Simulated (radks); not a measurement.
Values are calculated unless marked as measured or tabulated.
All-electron atom: the bismuth ion Bi42+ in [Kr] 4d5 (the NIST ground configuration). Level of theory: Dirac Kohn-Sham, BLYP, spin-unpolarised, spherical densities, finite nucleus; open shells fill j = l - 1/2 first; Fermi nuclear charge, rms radius 5.5211 fm (a radial shooting solver on a logarithmic mesh with Libxc functionals).

Radial electron density D(r) = 4 pi r^2 rho(r):

r (bohr),D(r) (e/bohr)
0.001787,29.95
0.002015,34.91
0.002272,40.50
0.002562,46.73
0.002888,53.58
0.003256,61.01
0.003672,68.93
0.00414,77.21
0.004668,85.65
0.005263,94.00
0.005934,101.9
0.00669,109.1
0.007543,115.1
0.008505,119.5
0.009589,122.1
0.01081,122.7
0.01219,121.5
0.01374,118.6
0.0155,114.9
0.01747,111.3
0.0197,109.0
0.02221,109.1
0.02504,112.6
0.02824,119.6
0.03184,129.4
0.0359,140.4
0.04047,150.0
0.04563,155.7
0.05145,155.4
0.05801,149.0
0.06541,138.6
0.07375,127.9
0.08315,121.6
0.09375,122.4
0.1057,129.7
0.1192,138.5
0.1344,142.1
0.1515,134.6
0.1708,115.7
0.1926,90.91
0.2172,68.96
0.2448,56.51
0.2761,53.93
0.3113,55.49
0.3509,53.89
0.3957,45.55
0.4461,32.31
0.503,18.87
0.5672,8.933
0.6395,3.372
0.721,0.9960
0.8129,0.2256
0.9166,0.03840
1.033,0.004730
1.165,0.0003925

D(r) has 4 maxima, at r = 0.0106, 0.0483, 0.132, 0.321 bohr, and minima at 0.0208, 0.0872, 0.272 bohr, inside which lie 2.03, 11.07, 29.50 electrons.
